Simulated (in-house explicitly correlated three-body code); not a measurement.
Computed with an exponentially correlated three-body code. Model: two electrons around a point charge, non-relativistic, variational in 260 exponentially correlated functions (energies converged to about 1e-7 hartree, or 1e-8 relative for large Z).

For two electrons in a singlet the Kohn-Sham orbital is the square root of half the density, so the exact Kohn-Sham potential and energy parts follow from the density alone, and exchange is minus half the Hartree energy. The Kohn-Sham level equals minus the binding energy of the second electron.

Command:
```bash
python run_hyl.py task.json out
```
Settings (lengths in bohr, energies in hartree):
```
Z                      0.92
interaction_strength   1
functions              260
states_tried           1
```

Time taken, with all properties: 8.8 s on 1 thread of Intel(R) Xeon(R) Platinum 8488C (Sapphire Rapids), on a shared host.

**Ground state only, binding against the one-electron ion.**

Given: nuclear charge 0.92.

Computed: one-electron threshold -0.4232 hartree.

```csv
term,energy (hartree),binding (eV)
1 1S,-0.42548528,0.062186
```

**Converged states only, values per electron or pair.**

```
term  mean r (bohr)  mean r squared (bohr²)  mean inverse r (1/bohr)  mean r12 (bohr)  mean inverse r12 (1/bohr)  mean cosine  mean p1 dot p2 (bohr⁻²)  delta r1 (bohr⁻³)  delta r12 (bohr⁻³)
1 1S         3.7381                  28.269                  0.59165           6.3002                    0.23767    -0.095935                 0.020713            0.12308           0.0012789
```

**Exact Kohn-Sham parts of the ground state from its density.**

Computed: Kohn-Sham kinetic 0.39981 hartree; Hartree energy 0.621 hartree; exchange energy -0.3105 hartree; DFT correlation energy -0.047156 hartree; kinetic part of the DFT correlation energy 0.025677 hartree; exact minus restricted Hartree-Fock -0.040807 hartree; Kohn-Sham level -0.062186 eV; restricted Hartree-Fock level -0.5583 eV.

(1) What is the potential part of the DFT correlation energy?

(2) What is the total energy?

**Functionals on the exact density and self-consistent, errors are functional minus exact, hybrids only self-consistent, a dash where a self-consistent run leaves the top level unbound.**

```tsv
result	exchange error (millihartree)	correlation error (millihartree)	functional driven error (millihartree)	self consistent total error (millihartree)	top level plus exact binding (eV)
revTPSS	-17.661	14.948	-2.7136	-	-
AM05	16.577	-8.1365	8.4409	-	-
SCAN	-17.794	19.904	2.1104	-	-
LDA PW92	?	?	?	-	-
PBE	-20.049	20.657	0.60776	-	-
M06-L	-14.872	19.805	4.9329	-	-
PW91	?	?	?	-	-
BLYP	-22.847	21.086	-1.7617	-	-
OLYP	-22.85	21.086	-1.7643	-	-
TPSS	-19.342	18.805	-0.5371	-	-
wB97X	-	-	-	1.5231	-0.66453
```

(3) What belongs in the row LDA PW92?

(4) What belongs in the row PW91?

## Answers

(1) -0.072834 hartree.

(2) -0.42548528 hartree.

(3) exchange error (millihartree): 28.583; correlation error (millihartree): -17.093; functional driven error (millihartree): 11.49.

(4) exchange error (millihartree): -20.958; correlation error (millihartree): 19.35; functional driven error (millihartree): -1.6075.

The correlation energy of density-functional theory lies 6.3 millihartree below exact minus Hartree-Fock, because the Hartree-Fock density, unlike the exact one, minimises the Hartree-Fock energy.
